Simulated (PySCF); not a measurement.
TeCl₄, SMILES Cl[Te](Cl)(Cl)Cl.

Geometry optimised at B3LYP-D3(BJ)/def2-SVP. The isomer is the one that the SMILES or the coordinates give; other isomers of the formula were not compared. The def2 effective core potentials stand for the cores of Te; spin–orbit coupling is left out.

These are TDA-M06-2X/def2-SVPD in PySCF values and carry that method's errors.

Vertical excitations. Isolated molecule, no solvent. State labels are in the subgroup C2v.

```
state  symmetry  energy (eV)  λ (nm)      f                                                                  main pairs
-----  --------  -----------  ------  -----  --------------------------------------------------------------------------
S1           B1         3.73     333  0.017                                                            HOMO→LUMO+1 97 %
S2           A1         3.81     325  0.009                                                              HOMO→LUMO 98 %
S3           A2         4.26     291  0.000                                        HOMO−1→LUMO 64 %, HOMO−2→LUMO+1 23 %
S4           B2         4.39     283  0.009      HOMO−2→LUMO 49 %, HOMO−1→LUMO+1 25 %, HOMO−6→LUMO 9 %, HOMO→LUMO+2 8 %
S5           A2         4.57     271  0.000                                        HOMO−2→LUMO+1 71 %, HOMO−1→LUMO 27 %
S6           B2         4.57     271  0.001                                        HOMO−1→LUMO+1 64 %, HOMO−2→LUMO 34 %
S7           B1         4.61     269  0.000                                                            HOMO−3→LUMO 73 %
S8           A1         4.67     265  0.000                                        HOMO−3→LUMO+1 48 %, HOMO−4→LUMO 39 %
S9           B1         4.79     259  0.004                                                          HOMO−4→LUMO+1 87 %
S10          B1         4.99     248  0.009                      HOMO−5→LUMO 54 %, HOMO−7→LUMO+1 30 %, HOMO−3→LUMO 10 %
T1           B1         2.92     425      0                                                            HOMO→LUMO+1 93 %
T2           A1         3.41     364      0                                                              HOMO→LUMO 95 %
T3           B2         3.90     318      0   HOMO−2→LUMO 43 %, HOMO−1→LUMO+1 32 %, HOMO−6→LUMO 14 %, HOMO−8→LUMO+1 7 %
T4           A2         3.92     316      0  HOMO−1→LUMO 51 %, HOMO−2→LUMO+1 24 %, HOMO−8→LUMO 12 %, HOMO−6→LUMO+1 10 %
```
Triplets are in the Tamm–Dancoff approximation.
